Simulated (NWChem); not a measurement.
System: diboron tetrafluoride (B2F4); SMILES FB(F)B(F)F

Input file for NWChem:

```
start job
memory heap 200 mb stack 900 mb global 1100 mb
geometry units angstroms noautosym
  F     -1.573580    -0.877303     0.692125
  B     -0.856007    -0.055152    -0.043152
  F     -1.595642     0.672908    -0.852040
  B      0.856000     0.055262     0.043153
  F      1.673232    -0.667601    -0.692428
  F      1.495990     0.871996     0.852343
end
basis spherical
  * library 6-31g*
end
dft
  xc xpbe96 cpbe96
  iterations 150
end
driver
  maxiter 150
end
task dft optimize
```

Parts of the log:

```
             Northwest Computational Chemistry Package (NWChem) 7.3.0
             --------------------------------------------------------

                             Geometry "geometry" -> ""
                             -------------------------

 Output coordinates in angstroms (scale by  1.889725989 to convert to a.u.)

  No.       Tag          Charge          X              Y              Z
 ---- ---------------- ---------- -------------- -------------- --------------
    1 F                    9.0000    -1.57357924    -0.87731496     0.69212489
    2 B                    5.0000    -0.85600624    -0.05516396    -0.04315211
    3 F                    9.0000    -1.59564124     0.67289604    -0.85204011
    4 B                    5.0000     0.85600076     0.05525004     0.04315289
    5 F                    9.0000     1.67323276    -0.66761296    -0.69242811
    6 F                    9.0000     1.49599076     0.87198404     0.85234289

 Effective nuclear repulsion energy (a.u.)     203.2654506492

                                Z-matrix (autoz)
                                --------

 Units are Angstrom for bonds and degrees for angles

      Type          Name      I     J     K     L     M      Value
      ----------- --------  ----- ----- ----- ----- ----- ----------
    1 Stretch                  1     2                       1.31586
    2 Stretch                  2     3                       1.31584
    3 Stretch                  2     4                       1.71773
    4 Stretch                  4     5                       1.31586
    5 Stretch                  4     6                       1.31584
    6 Bend                     1     2     3               112.49969
    7 Bend                     1     2     4               123.75182
    8 Bend                     2     4     5               123.75177
    9 Bend                     2     4     6               123.74850
   10 Bend                     3     2     4               123.74849
   11 Bend                     5     4     6               112.49973
   12 Torsion                  1     2     4     5          89.92782
   13 Torsion                  1     2     4     6         -90.06259
   14 Torsion                  3     2     4     5         -90.06255
   15 Torsion                  3     2     4     6          89.94704

  pbe96 is a nonlocal functional; adding pw91lda local functional.

                           NWChem Geometry Optimization
                           ----------------------------

 maximum gradient threshold         (gmax) =   0.000450
 rms gradient threshold             (grms) =   0.000300
 maximum cartesian step threshold   (xmax) =   0.001800
 rms cartesian step threshold       (xrms) =   0.001200
 fixed trust radius                (trust) =   0.300000
 source of zmatrix                         =   autoz

          -------------------
          Energy Minimization
          -------------------

 Using diagonal initial Hessian
 Scaling for Hessian diagonals: bonds = 1.00  angles = 0.25  torsions = 0.10

          --------
          Step   0

                                 NWChem DFT Module
                                 -----------------

 Summary of "ao basis" -> "ao basis" (spherical)
 ------------------------------------------------------------------------------
       Tag                 Description            Shells   Functions and Types
 ---------------- ------------------------------  ------  ---------------------
 F                           6-31g*                  6       14   3s2p1d
 B                           6-31g*                  6       14   3s2p1d

            General Information
            -------------------
          SCF calculation type: DFT
          Wavefunction type:  closed shell.
          No. of atoms     :     6
          No. of electrons :    46
           Alpha electrons :    23
            Beta electrons :    23
          Charge           :     0
          Spin multiplicity:     1
          Use of symmetry is: off; symmetry adaption is: off
          Maximum number of iterations: 150
          AO basis - number of functions:    84
                     number of shells:    36
          Convergence on energy requested:  1.00D-06
          Convergence on density requested:  1.00D-05
          Convergence on gradient requested:  5.00D-04

              XC Information
              --------------
          PerdewBurkeErnzerhof Exchange Functional  1.000
            Perdew 1991 LDA Correlation Functional  1.000 local
           PerdewBurkeErnz. Correlation Functional  1.000 non-local

[...]

      ----------------------
      Optimization converged
      ----------------------

  Step       Energy      Delta E   Gmax     Grms     Xrms     Xmax
  ---- ---------------- -------- -------- -------- -------- --------
@    3    -448.82402432  2.5D-08  0.00016  0.00004  0.00023  0.00042
                                     ok       ok       ok       ok

                                Z-matrix (autoz)
                                --------

 Units are Angstrom for bonds and degrees for angles

      Type          Name      I     J     K     L     M      Value     Gradient
      ----------- --------  ----- ----- ----- ----- ----- ---------- ----------
    1 Stretch                  1     2                       1.33456   -0.00001
    2 Stretch                  2     3                       1.33457   -0.00000
    3 Stretch                  2     4                       1.71750   -0.00016
    4 Stretch                  4     5                       1.33455   -0.00001
    5 Stretch                  4     6                       1.33457   -0.00000
    6 Bend                     1     2     3               116.78492    0.00000
    7 Bend                     1     2     4               121.60734   -0.00000
    8 Bend                     2     4     5               121.60732   -0.00000
    9 Bend                     2     4     6               121.60776   -0.00000
   10 Bend                     3     2     4               121.60773   -0.00000
   11 Bend                     5     4     6               116.78492    0.00000
   12 Torsion                  1     2     4     5          89.93594   -0.00000
   13 Torsion                  1     2     4     6         -90.06279    0.00000
   14 Torsion                  3     2     4     5         -90.06275    0.00000
   15 Torsion                  3     2     4     6          89.93853    0.00000

                         Geometry "geometry" -> "geometry"
                         ---------------------------------

 Output coordinates in angstroms (scale by  1.889725989 to convert to a.u.)

  No.       Tag          Charge          X              Y              Z
 ---- ---------------- ---------- -------------- -------------- --------------
    1 F                    9.0000    -1.54151827    -0.90537431     0.72371754
    2 B                    5.0000    -0.85588542    -0.05518943    -0.04317927
    3 F                    9.0000    -1.56446940     0.70506639    -0.88044051
    4 B                    5.0000     0.85588414     0.05520904     0.04317944
    5 F                    9.0000     1.64504065    -0.69954557    -0.72403186
    6 F                    9.0000     1.46094587     0.89987215     0.88075500

 Effective nuclear repulsion energy (a.u.)     201.3473459520

                Final and change from initial internal coordinates
                --------------------------------------------------

                                Z-matrix (autoz)
                                --------

 Units are Angstrom for bonds and degrees for angles

      Type          Name      I     J     K     L     M      Value       Change
      ----------- --------  ----- ----- ----- ----- ----- ---------- ----------
    1 Stretch                  1     2                       1.33456    0.01870
    2 Stretch                  2     3                       1.33457    0.01873
    3 Stretch                  2     4                       1.71750   -0.00023
    4 Stretch                  4     5                       1.33455    0.01870
    5 Stretch                  4     6                       1.33457    0.01874
    6 Bend                     1     2     3               116.78492    4.28523
    7 Bend                     1     2     4               121.60734   -2.14448
    8 Bend                     2     4     5               121.60732   -2.14445
    9 Bend                     2     4     6               121.60776   -2.14074
   10 Bend                     3     2     4               121.60773   -2.14075
   11 Bend                     5     4     6               116.78492    4.28519
   12 Torsion                  1     2     4     5          89.93594    0.00812
   13 Torsion                  1     2     4     6         -90.06279   -0.00019
   14 Torsion                  3     2     4     5         -90.06275   -0.00019
   15 Torsion                  3     2     4     6          89.93853   -0.00851

 ==============================================================================
                                internuclear distances
 ------------------------------------------------------------------------------
       center one      |      center two      | atomic units |  angstroms
 ------------------------------------------------------------------------------
    2 B                |   1 F                |     2.52194  |     1.33456
    3 F                |   2 B                |     2.52198  |     1.33457
    4 B                |   2 B                |     3.24560  |     1.71750
    5 F                |   4 B                |     2.52194  |     1.33455
    6 F                |   4 B                |     2.52198  |     1.33457
 ------------------------------------------------------------------------------
                         number of included internuclear distances:          5
 ==============================================================================
```

Level: PBE/6-31G* (spherical d).
